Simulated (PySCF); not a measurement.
# A search over the determinants of SbF

Unrestricted PBE0; Sb def2-SVPD with ECP28, F def2-SVPD; scalar-relativistic core potentials (PySCF 2.14). Outer shells of the fragments: Sb 4d10 5s2 5p3; F 2s2 2p5.

Followed along the bond (rough minima from three points):

| 2Ms+1 | unpaired | ⟨S²⟩ at the start | R at minimum (Å) | Te (eV) |
| --- | --- | --- | --- | --- |
| 3 | π ↑↑ | 2.00 | 1.97 | 0.00 |
| 1 | π ↑↓ | 1.01 | 1.97 | 0.33 |
| 1 | none | 0.00 | 1.97 | 1.30 |
| 5 | σ ↑↑, π ↑↑ | 6.00 | none in the scan | ≤ 5.40 |

Solutions found at the starting distance of 1.980 Å, counted from the lowest of them; the search is not exhaustive and high or unbound solutions are not listed, so other states can lie among these:

```json
{"2Ms+1": "3", "unpaired": "π ↑↑", "term": "³Σ⁻", "E (eV)": "0.00", "⟨S²⟩": "2.00", "⟨Lz²⟩": "0.00", "μ (D)": "-2.80"}
{"2Ms+1": "1", "unpaired": "π ↑↓", "term": "mixed", "E (eV)": "0.33", "⟨S²⟩": "1.01", "⟨Lz²⟩": "2.02", "μ (D)": "-2.76"}
{"2Ms+1": "1", "unpaired": "none", "term": "mixed", "E (eV)": "1.30", "⟨S²⟩": "0.00", "⟨Lz²⟩": "2.00", "μ (D)": "-2.61"}
{"2Ms+1": "3", "unpaired": "σ ↑, π ↑", "term": "³Π", "E (eV)": "2.72", "⟨S²⟩": "2.00", "⟨Lz²⟩": "1.01", "μ (D)": "-2.22"}
{"2Ms+1": "1", "unpaired": "σ ↓, π ↑", "term": "mixed", "E (eV)": "3.04", "⟨S²⟩": "1.01", "⟨Lz²⟩": "1.01", "μ (D)": "-2.10"}
{"2Ms+1": "3", "unpaired": "σ ↑, π ↑", "term": "³Π", "E (eV)": "5.93", "⟨S²⟩": "2.01", "⟨Lz²⟩": "1.01", "μ (D)": "-0.83"}
{"2Ms+1": "5", "unpaired": "σ ↑↑, π ↑↑", "term": "⁵Σ⁻", "E (eV)": "6.02", "⟨S²⟩": "6.00", "⟨Lz²⟩": "0.00", "μ (D)": "-0.48"}
{"2Ms+1": "1", "unpaired": "σ ↓, π ↑", "term": "mixed", "E (eV)": "6.35", "⟨S²⟩": "1.02", "⟨Lz²⟩": "1.00", "μ (D)": "-0.33"}
{"2Ms+1": "3", "unpaired": "π ↑↑", "term": "mixed", "E (eV)": "6.95", "⟨S²⟩": "2.01", "⟨Lz²⟩": "2.01", "μ (D)": "2.10"}
{"2Ms+1": "5", "unpaired": "σ ↑, π ↑↑↑", "term": "⁵Π", "E (eV)": "7.14", "⟨S²⟩": "6.00", "⟨Lz²⟩": "1.00", "μ (D)": "2.34"}
{"2Ms+1": "3", "unpaired": "π ↑, δ ↑", "term": "mixed", "E (eV)": "7.19", "⟨S²⟩": "2.00", "⟨Lz²⟩": "5.00", "μ (D)": "-2.57"}
{"2Ms+1": "1", "unpaired": "π ↑, δ ↓", "term": "mixed", "E (eV)": "7.57", "⟨S²⟩": "1.00", "⟨Lz²⟩": "5.00", "μ (D)": "-2.55"}
```

A term symbol is given only where ⟨S²⟩ and ⟨Lz²⟩ are close to those of a pure state; real π, δ and φ orbitals otherwise mix terms. A positive dipole means Sb(−)F(+).

Spin–orbit coupling is left out. Counting both spins, an empty level lies below a filled one in some of these solutions, because spin and occupation are held.
